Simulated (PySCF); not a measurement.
B(F)(NCO)2 (C2BFN2O2), SMILES O=C=NB(F)N=C=O. Heavy atoms are numbered as in [B:1]([F:2])([N:3]=[C:4]=[O:5])[N:6]=[C:7]=[O:8].

Coordinates come from a PBE0-D3(BJ)/def2-SVP optimisation. The values are those of a single conformer.

Calculation: PBE/pcSseg-1 run with PySCF.

GIAO shieldings, no solvent; atoms alike by connectivity are averaged. δ = σ(ref) − σ: ¹¹B against BF3 (σ = 83.9 ppm); ¹⁹F against CFCl3 (σ = 133.6 ppm); ¹⁵N against NH3 (σ = 267.0 ppm); ¹³C against TMS (σ = 182.0 ppm); ¹⁷O against H2O (σ = 334.3 ppm), references at their B3LYP-D3(BJ)/def2-TZVP geometries, non-relativistic.

```tsv
atoms	nucleus	count	δ (ppm)
B1	¹¹B	1	…
F2	¹⁹F	1	-92.2
N3	¹⁵N	2	72.9
C4	¹³C	2	118.9
O5	¹⁷O	2	…
```

Task: Complete the blanks. (The exact figures need the calculation; the answer reports its results.)

Result: 
- O5, δ (ppm): 161.8
- B1, δ (ppm): -7.8
